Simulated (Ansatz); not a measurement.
System: sum formula BNH$_{2}$F, net charge 0, doublet state. It need not be the lowest isomer of its formula. 
Coordinates optimised at B3LYP-D3(BJ)/def2-TZVP (Ansatz, a first-principles code):
```
N
H 1 1.0044
H 1 1.0119 2 114.53
B 1 1.3859 2 122.64 3 -180.00
F 4 1.3284 1 122.77 2 180.00
```
Charge 0, spin multiplicity 2.

Parts of the frozen-core correlation energy in cc-pVDZ (Ansatz, hartree). Frozen orbitals: 3; correlated occupied orbitals by spin: 9 and 8; virtual: 40 and 41. UHF or UKS for open shells. Spin-orbit coupling is left out. No relativistic terms.

| term | value |
|---|---|
| reference (HF) | -179.78706 |
| MP2 opposite-spin | -0.30675 |
| MP2 same-spin | -0.11106 |
| CCSD correlation | -0.43562 |
| (T) | -0.00976 |
| CCSDT minus CCSD(T) | -0.00067 |
| T1 diagnostic | 0.015 |
| largest doubles amplitude | 0.047 |
| <S^2> of the reference | 0.754 |
